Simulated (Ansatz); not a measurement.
Cartesian coordinates (Å):
SMILES: [OH][Ge]([OH])([OH])[OH]
```xyz
9

O     -1.0674    -1.0872    -0.8790
Ge     0.0001     0.0000     0.0000
O     -0.1379     1.5610    -0.7991
O      1.7144    -0.3939    -0.0040
O     -0.5091    -0.0801     1.6818
H     -1.1486    -0.8265    -1.8039
H      0.6588     2.0899    -0.6744
H      1.9398    -0.9841     0.7247
H     -1.4500    -0.2791     1.7539
```
Charge 0, spin multiplicity 1.

Computed with frozen-core CCSD(T)/cc-pVTZ // r2SCAN-D4/def2-TZVP (Ansatz, a first-principles code).

```json
{
 "HF energy": "-2377.43960 Ha",
 "MP2 correlation energy": "-1.16613 Ha"
}
```

**Question.** Estimate the CCSD correlation energy, the (T) correction, the total energy and the T1 diagnostic.

**Answer.** 
```json
{
  "CCSD correlation energy": "-1.16920 Ha",
  "(T) correction": "-0.04392 Ha",
  "CCSD(T) total energy": "-2378.65271 Ha",
  "T1 diagnostic": "0.012"
}
```
